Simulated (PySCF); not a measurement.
Isomers of C4H13GeNSi.

All values: wB97X-D/def2-SVPD (PySCF) at PBE0-D3(BJ)/def2-SVP geometries, gas phase, one conformer each. Core orbitals are frozen in the response; Δα² is half the sum of the squared differences of the principal polarisabilities. The calculation is non-relativistic, for germanium too.

(1) Rank by HOMO energy, lowest first.
A. `[CH2:1]=[CH:2][CH2:3][CH2:4][NH:5][SiH2:6][GeH3:7]` with C1–C2–C3–C4 -117°, C2–C3–C4–N5 -60°, C3–C4–N5–Si6 -84°, C4–N5–Si6–Ge7 -162°
B. `[SiH3:1][N:2]([GeH3:3])[CH:4]1[CH2:5][CH2:6][CH2:7]1` with Si1–N2–C4–C5 81°, N2–C4–C5–C6 -146°, C4–C5–C6–C7 21°, C5–C6–C7–C4 -21°, N2–C4–C7–C6 146°
C. `[GeH3:1][NH:2][SiH2:3][CH:4]1[CH2:5][CH2:6][CH2:7]1` with Ge1–N2–Si3–C4 -24°, N2–Si3–C4–C5 75°, Si3–C4–C5–C6 100°, C4–C5–C6–C7 15°, C5–C6–C7–C4 -15°, Si3–C4–C7–C6 -102°
D. `[SiH3:1][GeH2:2][N:3]1[CH2:4][CH2:5][CH2:6][CH2:7]1` with Si1–Ge2–N3–C4 175°, Ge2–N3–C4–C5 -99°, N3–C4–C5–C6 -22°, C4–C5–C6–C7 -2°, C5–C6–C7–N3 25°

(2) Rank by vertical ionisation energy (ΔSCF), lowest first.
A. `[SiH3:1][GeH2:2][N:3]1[CH2:4][CH2:5][CH2:6][CH2:7]1` with Si1–Ge2–N3–C4 175°, Ge2–N3–C4–C5 -99°, N3–C4–C5–C6 -22°, C4–C5–C6–C7 -2°, C5–C6–C7–N3 25°
B. `[SiH3:1][N:2]([GeH3:3])[CH:4]1[CH2:5][CH2:6][CH2:7]1` with Si1–N2–C4–C5 81°, N2–C4–C5–C6 -146°, C4–C5–C6–C7 21°, C5–C6–C7–C4 -21°, N2–C4–C7–C6 146°
C. `[GeH3:1][NH:2][SiH2:3][CH:4]1[CH2:5][CH2:6][CH2:7]1` with Ge1–N2–Si3–C4 -24°, N2–Si3–C4–C5 75°, Si3–C4–C5–C6 100°, C4–C5–C6–C7 15°, C5–C6–C7–C4 -15°, Si3–C4–C7–C6 -102°
D. `[CH2:1]=[CH:2][CH2:3][CH2:4][NH:5][SiH2:6][GeH3:7]` with C1–C2–C3–C4 -117°, C2–C3–C4–N5 -60°, C3–C4–N5–Si6 -84°, C4–N5–Si6–Ge7 -162°

(3) Rank by polarisability anisotropy Δα, lowest first.
A. `[SiH3:1][GeH2:2][N:3]1[CH2:4][CH2:5][CH2:6][CH2:7]1` with Si1–Ge2–N3–C4 175°, Ge2–N3–C4–C5 -99°, N3–C4–C5–C6 -22°, C4–C5–C6–C7 -2°, C5–C6–C7–N3 25°
B. `[CH2:1]=[CH:2][CH2:3][CH2:4][NH:5][SiH2:6][GeH3:7]` with C1–C2–C3–C4 -117°, C2–C3–C4–N5 -60°, C3–C4–N5–Si6 -84°, C4–N5–Si6–Ge7 -162°
C. `[CH2:1]=[C:2]([CH3:3])[SiH2:4][NH:5][GeH2:6][CH3:7]` with C1–C2–Si4–N5 10°, C2–Si4–N5–Ge6 68°, Si4–N5–Ge6–C7 6°
D. `[GeH3:1][NH:2][SiH2:3][CH:4]1[CH2:5][CH2:6][CH2:7]1` with Ge1–N2–Si3–C4 -24°, N2–Si3–C4–C5 75°, Si3–C4–C5–C6 100°, C4–C5–C6–C7 15°, C5–C6–C7–C4 -15°, Si3–C4–C7–C6 -102°

Answers

(1) C (-8.94 eV), A (-8.61 eV), B (-8.46 eV), D (-8.09 eV).

(2) A (8.00 eV), B (8.36 eV), D (8.61 eV), C (9.01 eV).

(3) C (3.13 Å³), D (3.69 Å³), A (4.60 Å³), B (7.06 Å³).

All values together:

```
                     SMILES  μ (D)  HOMO (eV)  LUMO (eV)  α (Å³)  Δα (Å³)  ΔSCF removal energy (eV)
C=C(C)[SiH2][NH][GeH2][CH3]   0.53      -8.92       1.58   16.65     3.13                      8.95
     [GeH3][NH][SiH2]C1CCC1   0.51      -8.94       1.78   16.07     3.69                      9.01
         C=CCCN[SiH2][GeH3]   1.03      -8.61       1.61   18.01     7.06                      8.61
    [SiH3][N]([GeH3])C1CCC1   0.92      -8.46       1.79   16.30     3.18                      8.36
      [SiH3][GeH2][N]1CCCC1   0.85      -8.09       1.69   16.99     4.60                      8.00
```

Conformers: `[CH2:1]=[C:2]([CH3:3])[SiH2:4][NH:5][GeH2:6][CH3:7]` with C1–C2–Si4–N5 10°, C2–Si4–N5–Ge6 68°, Si4–N5–Ge6–C7 6°; `[GeH3:1][NH:2][SiH2:3][CH:4]1[CH2:5][CH2:6][CH2:7]1` with Ge1–N2–Si3–C4 -24°, N2–Si3–C4–C5 75°, Si3–C4–C5–C6 100°, C4–C5–C6–C7 15°, C5–C6–C7–C4 -15°, Si3–C4–C7–C6 -102°; `[CH2:1]=[CH:2][CH2:3][CH2:4][NH:5][SiH2:6][GeH3:7]` with C1–C2–C3–C4 -117°, C2–C3–C4–N5 -60°, C3–C4–N5–Si6 -84°, C4–N5–Si6–Ge7 -162°; `[SiH3:1][N:2]([GeH3:3])[CH:4]1[CH2:5][CH2:6][CH2:7]1` with Si1–N2–C4–C5 81°, N2–C4–C5–C6 -146°, C4–C5–C6–C7 21°, C5–C6–C7–C4 -21°, N2–C4–C7–C6 146°; `[SiH3:1][GeH2:2][N:3]1[CH2:4][CH2:5][CH2:6][CH2:7]1` with Si1–Ge2–N3–C4 175°, Ge2–N3–C4–C5 -99°, N3–C4–C5–C6 -22°, C4–C5–C6–C7 -2°, C5–C6–C7–N3 25°.

Question: By how much does the ΔSCF value exceed −ε(HOMO) over the species that have both?

Answer: By -0.10 to 0.07 eV, -0.02 eV on average, over 5 species.
